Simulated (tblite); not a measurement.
Species: 2-chloro-3-methylthiophene, C₅H₅ClS.
Structure used (GFN2-xTB), in Å, numbered top down from 1:
```xyz
12
C5H5ClS angstrom
C     -1.603   -0.608   -0.028
C     -0.242    0.002   -0.020
C      0.968   -0.733    0.095
C      2.077    0.045    0.090
S      1.701    1.718   -0.055
C      0.008    1.339   -0.109
Cl    -1.157    2.585   -0.264
H     -2.285   -0.009   -0.626
H     -1.998   -0.660    0.986
H     -1.562   -1.616   -0.432
H      0.992   -1.805    0.175
H      3.103   -0.256    0.161
```

All values are computed: GFN2-xTB (tblite) harmonic vibrations without scaling, gas phase. Against measured fundamentals such values can be off by several per cent, at times by over 20. The optimisation stopped once no atom felt more than 0.01 eV/Å.

Lowest wavenumbers of the output (negative numbers stand for imaginary wavenumbers):
```
mode    cm-1
  1     -39.8
  2     161.0
  3     195.9
  4     256.4
  5     314.0
  6     421.7
  7     427.9
  8     547.9
  9     581.9
 10     666.8
 11     742.4
 12     831.8
 13     834.4
 14     927.2
 15     979.3
```

Task: Is this structure a minimum?

Result: Not by this Hessian. 1 mode is imaginary beyond 20i (40i cm⁻¹), so at this level the point lies at or near a first-order saddle. The curvature is small, so loose convergence or finite differences may be the whole cause.

Task: Which atoms move in the imaginary mode?

Result: 40i: H9 (methyl hydrogen) 37 %, H8 (methyl hydrogen) 31 %, H10 (methyl hydrogen) 29 %. These are shares of the mass-weighted motion.

Task: What is the remedy?

Result: Step along that mode in both directions, optimise again with tighter thresholds and repeat the frequencies. The zero-point energy of this point (52.0 kcal/mol) counts the 29 real modes alone, and thermal corrections from it aren't those of a minimum.
